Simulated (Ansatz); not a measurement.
A geometry optimisation of F2H3OScSi with PBE0-D4/def2-SVP

The starting geometry of this gas-phase singlet was optimised with GFN2-xTB.

```xyz
8

F    -2.7161    1.2648   -2.7502
F    -1.7522    2.8040   -0.6660
O    -1.3455    0.0243   -0.5449
Sc   -2.9559    1.4469   -0.9516
Si   -0.0344    0.4657   -1.1913
H     0.2463    0.2054   -2.6048
H    -4.4409    1.1991   -0.0993
H     0.9913    1.1468   -0.4045
```

Predict what becomes of its bonds when it is optimised with PBE0-D4/def2-SVP.

A new bond forms, giving a structure with F2 bridging Si5 and Sc4, given below by its coordinates. Distances that change by over a tenth: F2–Sc4 (1.84 → 2.22 Å). Contacts that close: F2–Si5 (2.95 → 1.73 Å).

The energy falls by 1.95 eV over 16 steps:

```json
{"step": "1", "E − E(last) (eV)": "1.951"}
{"step": "3", "E − E(last) (eV)": "1.495"}
{"step": "4", "E − E(last) (eV)": "1.117"}
{"step": "6", "E − E(last) (eV)": "0.315"}
{"step": "8", "E − E(last) (eV)": "0.080"}
{"step": "9", "E − E(last) (eV)": "0.043"}
{"step": "11", "E − E(last) (eV)": "0.004"}
{"step": "13", "E − E(last) (eV)": "0.000"}
{"step": "14", "E − E(last) (eV)": "0.000"}
{"step": "16", "E − E(last) (eV)": "0.000"}
```

Final geometry (Å):

```xyz
8

F    -3.8696    1.0923   -2.8090
F    -1.0458    2.2994   -1.3059
O    -1.4438   -0.1111   -0.9934
Sc   -2.9364    1.1455   -1.2584
Si   -0.1411    0.8429   -1.0493
H     0.7390    0.7294   -2.2367
H    -3.9143    1.4931    0.2286
H     0.6046    1.0658    0.2117
```

Frequencies at the end are all real (lowest 76 cm⁻¹). Run with Ansatz 0.2.0, 56 s on 2 threads of Arm Neoverse V1 (shared host).
